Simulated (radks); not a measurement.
Charge is removed step by step from the 5p3/2 level of the thallium ion Tl3+, starting from [Kr] 4d10 4f14 5s2 5p(1/2: 2, 3/2: 4) 5d10. Method: Dirac Kohn-Sham, PBE, spin-unpolarised, spherical densities, point nucleus; computed with a radial shooting solver on a logarithmic mesh with Libxc functionals.

removed (e),E - E(0) (eV),eigenvalue (eV),E minus straight line (eV)
0,0.000,-100.00,0.000
0.125,12.634,-102.15,-0.959
0.25,25.539,-104.32,-1.649
0.375,38.716,-106.51,-2.066
0.5,52.166,-108.71,-2.209
0.625,65.893,-110.92,-2.076
0.75,79.898,-113.16,-1.664
0.875,94.183,-115.40,-0.973
1,108.75,-117.67,0.000

Removing the whole electron costs 108.75 eV by Delta-SCF, against 100.00 eV from minus the eigenvalue at the starting occupation. Slater's transition state (half an electron removed) gives 108.71 eV. Integrating minus the eigenvalue over the occupation (Janak's theorem) gives 108.75 eV. The mean slope of the eigenvalue, de/dn, is 17.7 eV per electron.
